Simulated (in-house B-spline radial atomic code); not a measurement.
Response and correlation along the 2-electron series, closed shell 1s2; the second-order energy is extrapolated in partial waves. Computed with an all-electron radial atomic-structure program (B-spline basis): relativistic RPA and second-order many-body perturbation theory on Dirac-Hartree-Fock.

| ion | Z | dipole polarisability (bohr³) | quadrupole polarisability (bohr⁵) | ratio of RPA to uncoupled dipole | second order correlation energy (Eh) | C6 of two such ions (Eh bohr⁶) |
| --- | --- | --- | --- | --- | --- | --- |
| H- | 1 | 91.395 | 2326.2 | 2.0539 | -0.030479 | 648.46 |
| He | 2 | 1.322 | 2.3258 | 1.3259 | -0.037362 | 1.3753 |
| Li+ | 3 | ? | ? | ? | ? | ? |
| Be2+ | 4 | 0.051819 | 0.015178 | 1.1443 | -0.041693 | 0.011078 |
| B3+ | 5 | 0.019527 | 0.0034038 | 1.1131 | -0.04261 | 0.002577 |
| C4+ | 6 | ? | ? | ? | ? | ? |
| N5+ | 7 | 0.0046334 | 0.00038017 | 1.0791 | -0.043632 | 0.00029955 |
| O6+ | 8 | 0.0026393 | 0.00016174 | 1.0688 | -0.043916 | 0.00012898 |
| F7+ | 9 | 0.0016113 | 7.6537e-05 | 1.0609 | -0.044061 | 6.159e-05 |
| Ne8+ | 10 | 0.0010383 | 3.9339e-05 | 1.0546 | -0.044295 | 3.1885e-05 |
| Mg10+ | 12 | ? | ? | ? | ? | ? |
| Al11+ | 13 | 0.00034973 | 7.5919e-06 | 1.0417 | -0.044758 | 6.2388e-06 |

Task: Fill in the row of Li+.

Result: dipole polarisability (bohr³): 0.1894; quadrupole polarisability (bohr⁵): 0.11196; ratio of RPA to uncoupled dipole: 1.1995; second order correlation energy (Eh): -0.040194; C6 of two such ions (Eh bohr⁶): 0.076594.

Task: Fill in the row of C4+.

Result: dipole polarisability (bohr³): 0.0089194; quadrupole polarisability (bohr⁵): 0.0010298; ratio of RPA to uncoupled dipole: 1.0931; second order correlation energy (Eh): -0.043208; C6 of two such ions (Eh bohr⁶): 0.00079826.

Task: Fill in the row of Mg10+.

Result: dipole polarisability (bohr³): 0.00048704; quadrupole polarisability (bohr⁵): 1.2521e-05; ratio of RPA to uncoupled dipole: 1.0452; second order correlation energy (Eh): -0.044601; C6 of two such ions (Eh bohr⁶): 1.0252e-05.

Task: How fast does the dipole polarisability fall along the series?

Result: From 91.4 to 0.0003497 bohr³; a fit of its logarithm against log Z from Z = 1 to 13 has slope -4.71.
